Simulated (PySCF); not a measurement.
## UHF on Mo⁺ (molybdenum, charge +1)

Configuration: [Kr] 4d5, high-spin 6S determinant. Computed with PySCF 2.14 in aug-cc-pVTZ-PP with one added diffuse shell each of s, p, d, f, g type with ECP28MDF (7s7p6d4f3g, 113 functions), with a scalar-relativistic core potential.

- Total energy: -67.115614 hartree
- One-electron energy: -112.8757 hartree
- Hartree (Coulomb) energy: 53.0735 hartree
- Exchange energy: -7.3133 hartree
- ⟨S²⟩: 8.7521
- ⟨L²⟩: 0.000
- Sum of ⟨r⟩: 19.09 bohr
- Sum of ⟨r²⟩: 33.90 bohr²

```json
{"shell": "4s α", "electrons": "1", "mean orbital energy (eV)": "-88.921", "rms radius, mean of both spins (bohr)": "1.20"}
{"shell": "4s β", "electrons": "1", "mean orbital energy (eV)": "-82.403", "rms radius, mean of both spins (bohr)": "1.20"}
{"shell": "4p α", "electrons": "3", "mean orbital energy (eV)": "-59.046", "rms radius, mean of both spins (bohr)": "1.34"}
{"shell": "4p β", "electrons": "3", "mean orbital energy (eV)": "-50.298", "rms radius, mean of both spins (bohr)": "1.34"}
{"shell": "4d α", "electrons": "5", "mean orbital energy (eV)": "-16.352", "rms radius, mean of both spins (bohr)": "2.01"}
```

Energies and moments cover only the electrons outside the core potential.
